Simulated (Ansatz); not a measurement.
Two members of one family (Same ligands, another metal), computed with Ansatz in the gas phase; def2 core potentials for Mo, W, no spin–orbit coupling. The two geometries come from different levels. A dash marks a value that wasn't run or was left out as unsound. The structures are stationary points that may keep the symmetry of their start. Remarks come from the PBE and PBE0 runs and from stability tests at other levels; not every state was tested. HOMO above LUMO (over both spins in singlets and doublets, within one spin in higher multiplets; at PBE or PBE0), or a gap under 0.15 eV within one spin, warns that the state may not be the lowest or that an electron is smeared out.

First: [MoO3Br]- (singlet, charge -1, r2SCAN-D4/def2-SVPD geometry).

Cartesian coordinates in Å:
```
Mo -0.043 0.011 -0.155
O 1.257 0.700 -1.057
O -0.399 -1.564 -0.762
O -1.440 1.014 -0.293
Br 0.625 -0.161 2.266
```

| level | HOMO (eV) | vertical IE (eV) |
| --- | --- | --- |
| PBE-D4/def2-TZVPD | -2.20 | 5.25 |
| B97M-V/def2-TZVPD | -2.63 | – |
| PBE0-D4/def2-SVPD | -3.90 | – |
| PBE0-D4/def2-TZVPD | -3.78 | 5.62 |
| ωB97M-V/def2-TZVPD | -6.18 | – |

Metal–donor distances: 3 × O 1.73 Å, 1 × Br 2.52 Å. Remarks: gap within one spin near zero at PBE or PBE0 (neutral doublet).

Second: [WO3Br]- (singlet, charge -1, B3LYP-D4/def2-SVPD geometry).

```csv
atom,x (Å),y (Å),z (Å)
W1,0.045,0.131,-0.065
O2,-0.546,1.489,0.872
O3,1.796,0.190,-0.125
O4,-0.592,0.233,-1.694
Br5,-0.702,-2.043,1.012
```

Question: What does the change do? Estimate second minus first.

Answer: 
| level | Δ HOMO (eV) | Δ vertical IE (eV) |
| --- | --- | --- |
| PBE-D4/def2-TZVPD | 0.07 | -0.04 |
| B97M-V/def2-TZVPD | 0.09 | – |
| PBE0-D4/def2-SVPD | 0.06 | – |
| PBE0-D4/def2-TZVPD | 0.09 | -0.03 |
| ωB97M-V/def2-TZVPD | 0.10 | – |

Metal–donor distances: 3 × O 1.75 Å, 1 × Br 2.54 Å. Remarks: gap within one spin near zero at PBE or PBE0 (neutral doublet).
